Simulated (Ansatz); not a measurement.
A made-up structure of AlBSiH₄Cl (charge +1), singlet:

B1  (-0.770, 2.240, -0.600)
Al2  (0.073, 0.372, -0.025)
Si3  (1.042, -1.690, 0.622)
Cl4  (-1.062, -1.633, -0.158)
H5  (-0.641, 2.604, -1.725)
H6  (-1.351, 2.881, 0.215)
H7  (0.872, 1.501, 0.606)
H8  (1.780, -2.551, -0.324)
(Å)

It is relaxed with PBE-D4/def2-SVP and then PBE0-D4/def2-TZVP (Ansatz 0.2.0). Atoms count as bonded within 1.22 times the sum of their covalent radii (H–H: 0.88 Å). The end point is not checked to be a true minimum.

Does its bonding change? (A judgement: the text doesn't fix the answer.)

By the calculation: Yes. Formed: Al2–H8, Si3–H7; broken: none.

Where it ends: The first stage lowers the energy by 3.19 eV in 23 steps. It ends as AlBSiH₄Cl ([BH2][Al]123[H][Si]1([H]2)[Cl]3), total charge +1:
B1  (-0.740, 2.213, -0.772)
Al2  (-0.023, 0.310, -0.144)
Si3  (1.281, -1.659, 0.638)
Cl4  (-1.019, -1.640, 0.165)
H5  (-0.659, 2.506, -1.921)
H6  (-1.204, 2.940, 0.046)
H7  (0.948, -0.207, 1.312)
H8  (1.358, -0.740, -0.712)
(Å)

Labels in which every atom is bracketed show which atoms are joined, not bond orders.

For scale, one of the runs: PBE0-D4/def2-TZVP relaxation, 166 basis functions, launched by `ansatz run in.yaml --threads 2 --pin off --events-out ev --progress --plain --max-ram 4352MiB`. Hardware: 2 CPU threads of an Arm Neoverse V2, shared host. Wall time about 23 s.
